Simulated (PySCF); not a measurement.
**Static response to an electric field**

C₂H₅F₃P₂Si.
Structure used (PBE0-D3(BJ)/def2-SVP), in Å, numbered top down from 1:
```
atom  x, y, z in Å
F1     3.8480   -1.1307    0.6961
C2     3.0136   -0.2230    0.1803
F3     3.4662    0.0942   -1.0361
F4     3.1010    0.8718    0.9363
P5     1.2762   -0.9919    0.0262
P6     0.2155    0.4776    0.9372
C7    -1.4969   -0.1931    0.7293
Si8   -2.2920    0.4272   -0.8814
H9    -2.1005    0.1780    1.5745
H10   -1.5380   -1.2947    0.7359
H11   -2.1234    1.9072   -0.9897
H12   -3.7483    0.0924   -0.8819
H13   -1.6160   -0.2323   -2.0367
```

Level: CAM-B3LYP/def2-SVPD (PySCF), static field, nuclei fixed, core orbitals frozen in the response. The polarisability tensor in these axes (au):

```
x   141.47 -14.21   0.23
y   -14.21  94.20   5.12
z     0.23   5.12  89.74
```

**Question.** What are the eigenvalues, a third of the trace, and Δα (Δα² = ½Σ(αi − αj)² over the three pairs)?

**Answer.** Principal values 84.99, 94.98 and 145.44 au; mean 108.47 au = 16.07 Å³ = 17.88 × 10⁻⁴⁰ C²·m²/J; Δα = 56.13 au (52 % of the mean).

**Question.** What is the dipole moment, and where does it point?

**Answer.** (-3.39, -0.38, 0.49) D, 3.44 D in size, pointing from the negative to the positive side. Measured along this direction, the outermost atoms are F3 and F1 at the negative end and H12 at the positive end.

**Question.** Orientational against electronic polarisability at 500 K (dilute gas, rigid molecules)?

**Answer.** In Gaussian units μ²/3kT = 57.19 Å³ against 16.07 Å³, a ratio of 3.56; the Debye molar polarisation (4π/3)N_A(α + μ²/3kT) is 184.8 cm³/mol, leaving out the vibrational part.

**Question.** Sum over states: ᾱ = Σ f/ω², ω in Eh. What share falls to these 10 lowest TDDFT singlets (eV, f)? 3.29, 0.0002; 4.24, 0.1345; 5.36, 0.0038; 5.46, 0.0038; 5.87, 0.0007; 6.54, 0.2240; 6.71, 0.0532; 6.75, 0.0657; 7.26, 0.0017; 7.39, 0.0471.

**Answer.** They add up to 12.24 au, 11.3 % of the 108.47 au; the largest single term is 5.54 au, from the state at 4.24 eV. Terms in order: 0.01, 5.54, 0.10, 0.10, 0.02, 3.88, 0.88, 1.07, 0.02, 0.64 au. Higher excitations give the rest. The strengths listed sum to 0.535.

**Question.** What molar refraction does this α imply?

**Answer.** Lorentz–Lorenz: R = (4π/3)N_A α = 2.5225 cm³/(mol·Å³) × 16.07 Å³ = 40.5 cm³/mol, in the limit of long wavelengths.

**Question.** Along which axes do the principal values lie, and how far do the nuclei extend along each?

**Answer.** Largest value along (0.96, -0.27, -0.02), where the nuclei span 7.61 Å; middle along (0.21, 0.70, 0.69), 3.80 Å; least along (-0.17, -0.67, 0.73), 3.29 Å. The response follows the extents in order.

Geometry: PBE0-D3(BJ)/def2-SVP, one conformer, isolated molecule.
